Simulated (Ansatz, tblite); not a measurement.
Experiment: gas-phase ionisation energy of perfluoropentacene (C22F14), 7.50 eV (first ionisation energy, gas phase; literature value; vertical or adiabatic not stated). Source: an earlier gas-phase UPS measurement quoted in Impact of fluorination on interface energetics and growth of pentacene on Ag(111), 2020 (pmc:7492695).

Computed vertical ionisation energy of perfluoropentacene (C22F14). Charge 0, multiplicity 1. The ion is a doublet. Geometry: r2SCAN-D4/def2-SVP. Ansatz on 8 threads of AMD EPYC 7R43 on a shared host (xTB through tblite on one thread); times are rough and summed over both states.

Cartesian coordinates in Å:
```
F 5.0775 5.4251 0.2030
C 4.2484 4.4910 -0.2378
C 4.1806 4.2556 -1.6391
F 4.9501 4.9816 -2.4361
C 3.3375 3.2990 -2.1486
F 3.3135 3.1199 -3.4639
C 2.5077 2.5167 -1.2842
C 1.6361 1.5341 -1.7589
F 1.5765 1.3181 -3.0688
C 0.8135 0.7584 -0.9064
C -0.0663 -0.2325 -1.3812
F -0.1296 -0.4522 -2.6892
C -0.8819 -1.0005 -0.5289
C -1.7688 -1.9984 -1.0008
F -1.8356 -2.2225 -2.3090
C -2.5770 -2.7582 -0.1521
C -3.4724 -3.7658 -0.6324
F -3.5748 -4.0257 -1.9304
C -4.2494 -4.4900 0.2378
F -5.0794 -5.4233 -0.2031
C -4.1817 -4.2545 1.6390
F -4.9518 -4.9799 2.4360
C -3.3382 -3.2984 2.1485
F -3.3144 -3.1190 3.4639
C -2.5077 -2.5168 1.2842
C -1.6356 -1.5346 1.7589
F -1.5761 -1.3185 3.0689
C -0.8125 -0.7593 0.9064
C 0.0674 0.2315 1.3813
F 0.1306 0.4512 2.6892
C 0.8830 0.9994 0.5290
C 1.7698 1.9974 1.0008
F 1.8372 2.2210 2.3092
C 2.5773 2.7579 0.1521
C 3.4721 3.7661 0.6324
F 3.5743 4.0260 1.9304
```

The xTB rows come from tblite. B3LYP takes the VWN-RPA correlation. Single mean-field runs in def2-SVP are fitted with def2-universal-jkfit.

```json
{"level": "GFN1-xTB", "wall time": "0.22 s", "ionisation energy (eV)": "13.46", "computed − measured (eV)": "5.96"}
{"level": "GFN2-xTB", "wall time": "0.28 s", "ionisation energy (eV)": "13.15", "computed − measured (eV)": "5.65"}
{"level": "PBE-D4/def2-SVP (with forces)", "wall time": "40 s", "ionisation energy (eV)": "6.63", "computed − measured (eV)": "-0.87"}
{"level": "B3LYP-D4/def2-SVP", "wall time": "2.1 min", "ionisation energy (eV)": "6.97", "computed − measured (eV)": "-0.53"}
{"level": "PBE0-D4/def2-SVP (with forces)", "wall time": "2.2 min", "ionisation energy (eV)": "7.06", "computed − measured (eV)": "-0.44"}
```

Closest: PBE0-D4/def2-SVP. Raw xTB energies of ions are shifted by several eV. The computed values are electronic, without zero-point energy.
